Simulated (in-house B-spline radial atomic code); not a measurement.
Settings and results of a run for Zn II (Zn+). Method: non-relativistic r2SCAN, spin-polarised, spherical fractional occupations, point nucleus. Calculated with a B-spline radial code for spherical atoms.

Command:
```bash
python run_scf.py task.json out
```
Settings:
```
Z                30
configuration    [Ar] 3d10 4s1
hamiltonian      nr
method           r2scan
spin_polarised   True
```

Output (hartree, bohr):
```
 radial grid: 62 intervals, B-splines of order 8, outer radius 60 bohr

 iter        energy (Eh)    residual
    1       -1779.079154    5.13e-02
    2       -1779.082600    5.18e-03
    3       -1779.083384    3.58e-03
    4       -1779.083604    1.53e-03
    5       -1779.083307    3.34e-03
    6       -1779.083695    1.32e-04
    7       -1779.083695    2.61e-05
    8       -1779.083695    8.14e-06
    9       -1779.083695    1.03e-06
   10       -1779.083695    1.17e-07

 total energy                     -1779.08370
 kinetic                            1777.8602
 electron-nucleus                  -4250.6703
 Hartree                             764.6437
 exchange-correlation                -70.9174

 orbital      occ     eigenvalue          <r>       <r^2>       <1/r>     <1/r^2>     <1/r^3>       r_max
 1s up      1.000      -347.0086    0.0511171  0.00350208     29.5034     1750.72           -     0.03372
 1s down    1.000      -347.0070    0.0511173  0.00350211     29.5033     1750.71           -     0.03372
 2s up      1.000       -42.3418     0.229426   0.0620465      6.4517     170.342           -      0.1923
 2s down    1.000       -42.3432     0.229436   0.0620512     6.45131     170.321           -      0.1923
 2p up      3.000       -37.2899     0.199655   0.0488169     6.40131     56.0084     756.171      0.1536
 2p down    3.000       -37.2904     0.199665   0.0488217     6.40103     56.0043     756.103      0.1536
 3s up      1.000        -5.0986     0.691359    0.552233      2.0465     25.7716           -      0.5964
 3s down    1.000        -5.0989     0.691143    0.551687     2.04672     25.7743           -      0.5964
 3p up      3.000        -3.4729     0.718783    0.610208     1.91267     8.02224     96.1783      0.5966
 3p down    3.000        -3.4725     0.717935    0.608191     1.91396     8.03076     96.2911      0.5966
 3d up      5.000        -0.7501     0.895543     1.07426     1.51912     3.18687      9.4773      0.5692
 3d down    5.000        -0.7428     0.878386     1.02131     1.53487     3.23542     9.64116      0.5683
 4s up      1.000        -0.5354      2.42727     6.74276     0.52917     1.90191           -       2.045
```

Time taken, with all properties: 0.57 s on 1 thread of Arm Neoverse N1, with other jobs on the host.
